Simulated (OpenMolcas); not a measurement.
# Pr4+: effect of the metal basis and ligand basis

Pr4+ with 6 ligands (chloride) in octahedral coordination (Oh) at 2.61 Å. A charge of +0.333 e stands 2.4 Å behind each ligand.

| Item | Value |
| --- | --- |
| Program | OpenMolcas |
| Method | CASSCF |
| Spin-orbit coupling | RASSI with atomic mean-field integrals over the reference wave functions |

Fixed: active space 1 electron in 7 orbitals (4f), DKH2 Hamiltonian.

States (labels of O, the rotations of Oh). Energies in cm-1 above the lowest state or level, χT in cm3 K/mol.

```tsv
Run	Metal basis	Ligand basis	Ground state	First state of that spin	First gap with spin-orbit (degeneracies)	Width of lowest J	χT at 300 K	Cost
A	ANO-RCC-VDZP	ANO-RCC-VDZP	2A2	2T2 672.1	986.8 (2, 4)	987	0.401	roughly 15 core-seconds
B	ANO-RCC-VTZP	ANO-RCC-VTZP	2A2	2T2 666.2	1021 (2, 4)	1021	0.392	roughly 2.3 core-minutes
```

Against A, the width of the lowest J multiplet changes by +3.4 % in B.

Costs are those of the RASSCF and RASSI steps.

No measured value stands beside these numbers; the geometry is a model, was not optimised and need not be the one that this ion takes.
